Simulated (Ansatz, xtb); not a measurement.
## C4H4N2OS: which of two isomers lies lower

Structure X: `O=Cn1cc(S)cn1`, a singlet. Structure Y: `O=Cc1[nH]ncc1S`, a singlet. Both are isolated molecules in the gas phase, relaxed with PBE0-D3(BJ)/def2-SVP; each stands in its lowest conformer found.

X (Å):

```
atom    x (Å)   y (Å)    z (Å)
   C  -2.3677  2.0168  -0.3568
   C  -0.0709  1.7294   0.5311
   C   1.0919  1.2624  -0.0324
   C   0.7264  0.9266  -1.3758
   N  -1.0231  1.6530  -0.4536
   N  -0.5420  1.1675  -1.6079
   O  -2.8568  2.4556   0.6437
   S   2.7000  1.0755   0.6342
   H  -2.8889  1.8403  -1.3217
   H  -0.3201  2.1049   1.5201
   H   2.4033  1.5375   1.8662
   H   1.3659  0.5195  -2.1591
```

Y (Å):

```yaml
atoms:
  - { symbol: C, position_ang: [-1.7738, 2.3750, -1.0219] }
  - { symbol: C, position_ang: [-0.6579, 1.8759, -0.2351] }
  - { symbol: C, position_ang: [1.1193, 0.9455, 0.7046] }
  - { symbol: C, position_ang: [0.3808, 0.9789, -0.5000] }
  - { symbol: N, position_ang: [-0.4647, 2.2872, 1.0483] }
  - { symbol: N, position_ang: [0.5834, 1.7468, 1.6216] }
  - { symbol: O, position_ang: [-2.5772, 3.1692, -0.5858] }
  - { symbol: S, position_ang: [0.6503, 0.1242, -2.0017] }
  - { symbol: H, position_ang: [-1.8424, 1.9757, -2.0620] }
  - { symbol: H, position_ang: [-1.0608, 2.9474, 1.5359] }
  - { symbol: H, position_ang: [2.0154, 0.3690, 0.9310] }
  - { symbol: H, position_ang: [1.7561, -0.5257, -1.5849] }
```

Quicker runs give these differences E(Y) − E(X): GFN2-xTB +7.3 kcal/mol; HF/STO-3G +5.1 kcal/mol (at GFN2-xTB geometries); r2SCAN-D4/def2-SVP +1.5 kcal/mol (at GFN2-xTB geometries).

Question: Estimate E(Y) − E(X) at the level CCSD(T)/def2-SVP + ΔMP2/def2-TZVPP.

Answer: Calculated at CCSD(T)/def2-SVP + ΔMP2/def2-TZVPP: E(Y) − E(X) = +3.1 kcal/mol, so structure X lies lower.

How the difference moves with the method:

```json
{"level": "GFN2-xTB", "geometry": "GFN2-xTB", "E(Y) − E(X) (kcal/mol)": "+7.3", "departure from the last row (kcal/mol)": "+4.2", "job, with rough time for the two": "optimisation, 0.15 s"}
{"level": "HF/STO-3G", "geometry": "GFN2-xTB", "E(Y) − E(X) (kcal/mol)": "+5.1", "departure from the last row (kcal/mol)": "+2.1", "job, with rough time for the two": "single point, 0.62 s"}
{"level": "r2SCAN-D4/def2-SVP", "geometry": "GFN2-xTB", "E(Y) − E(X) (kcal/mol)": "+1.5", "departure from the last row (kcal/mol)": "−1.6", "job, with rough time for the two": "single point, 6.2 s"}
{"level": "PBE0-D3(BJ)/def2-SVP", "geometry": "PBE0-D3(BJ)/def2-SVP", "E(Y) − E(X) (kcal/mol)": "+1.9", "departure from the last row (kcal/mol)": "−1.1", "job, with rough time for the two": "optimisation, 56 s"}
{"level": "HF/def2-SVP", "geometry": "PBE0-D3(BJ)/def2-SVP", "E(Y) − E(X) (kcal/mol)": "+6.4", "departure from the last row (kcal/mol)": "+3.3", "job, with rough time for the two": "part of the CCSD(T) run"}
{"level": "MP2/def2-SVP", "geometry": "PBE0-D3(BJ)/def2-SVP", "E(Y) − E(X) (kcal/mol)": "+1.7", "departure from the last row (kcal/mol)": "−1.4", "job, with rough time for the two": "part of the CCSD(T) run"}
{"level": "CCSD(T)/def2-SVP", "geometry": "PBE0-D3(BJ)/def2-SVP", "E(Y) − E(X) (kcal/mol)": "+3.7", "departure from the last row (kcal/mol)": "+0.6", "job, with rough time for the two": "single point"}
{"level": "CCSD(T)/def2-SVP + ΔMP2/def2-TZVPP", "geometry": "PBE0-D3(BJ)/def2-SVP", "E(Y) − E(X) (kcal/mol)": "+3.1", "departure from the last row (kcal/mol)": "", "job, with rough time for the two": "single point, 2.1 min"}
```

As drawn, Y has 1 C–C, 1 N–H in place of 1 C–N, 1 C–H.

The levels shown agree on the order. The largest departure from CCSD(T)/def2-SVP + ΔMP2/def2-TZVPP is that of GFN2-xTB, 4.2 kcal/mol. The last row adds to CCSD(T) the change of the MP2 difference between the two basis sets, here −0.6 kcal/mol.

With thermal terms from frequencies at re-optimised GFN2-xTB minima (ideal gas, soft modes damped towards free rotors, one conformer each, 298.15 K, 1 atm): the zero-point term adds +0.1 kcal/mol; ΔH is +3.3 and ΔG +3.1 kcal/mol.

The correlated steps freeze 12 core orbitals. Programs: Ansatz 0.2.0, xtb 6.7.1; the last row on 2 threads of Arm Neoverse V1 on a shared host.
